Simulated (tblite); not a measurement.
Species: C₃H₇ClOSi.
SMILES with atom numbers: `[CH2:1]=[CH:2][C@H:3]([Cl:4])[SiH2:5][OH:6]` (hydrogens: H7, H8 on C1; H9 on C2; H10 on C3; H11, H12 on Si5; H13 on O6)

Computed geometry: GFN2-xTB, gas phase.

Give the optimised bond lengths and angles.

```csv
bond,length (pm),order
C1=C2,132.2,double
C2–C3,147.9,single
C3–Cl4,180.8,single
C3–Si5,192.8,single
Si5–O6,161.6,single
C1–H7,107.6,single
C1–H8,107.8,single
C2–H9,108.2,single
C3–H10,108.9,single
Si5–H11,145.4,single
Si5–H12,146.1,single
O6–H13,95.6,single
```

Orders are formal, as drawn. A selection of angles:
```csv
angle,degrees
C2–C1–H7,121.9
C2–C1–H8,121.6
H7–C1–H8,116.5
C1–C2–C3,124.0
C1–C2–H9,120.5
C3–C2–H9,115.4
C2–C3–Cl4,109.3
C2–C3–Si5,113.0
C2–C3–H10,110.7
Cl4–C3–Si5,105.7
Cl4–C3–H10,105.6
Si5–C3–H10,112.0
C3–Si5–O6,109.6
C3–Si5–H11,109.7
C3–Si5–H12,106.2
O6–Si5–H11,103.6
O6–Si5–H12,112.1
H11–Si5–H12,115.6
Si5–O6–H13,121.3
```

Torsions: C1–C2–C3–Cl4 -131° (anticlinal); C2–C3–Si5–O6 63° (synclinal); H13–O6–Si5–C3 45° (synclinal).

Of the pairs four or more bonds apart, Cl4···H13 is among the closest relative to their van der Waals radii: 2.98 Å, 101 % of the sum of Bondi's values. Si5 (oxygen-bound silicon) is distorted tetrahedral (angles from 103.6° to 115.6°). O6 (silanol oxygen) is bent (angle 121.3°). The 2 C–C bonds span 1.322 Å (C1=C2, drawn double) to 1.479 Å (C2–C3, drawn single), a spread of 0.157 Å.

Point group: C1 (no symmetry element, even within 0.4 Å). Its GFN2-xTB frequencies are all real (lowest 49 cm⁻¹). One conformer, not necessarily the lowest (C1–C2–C3–Cl4 -131°, C2–C3–Si5–O6 63°, C3–Si5–O6–H 45°).
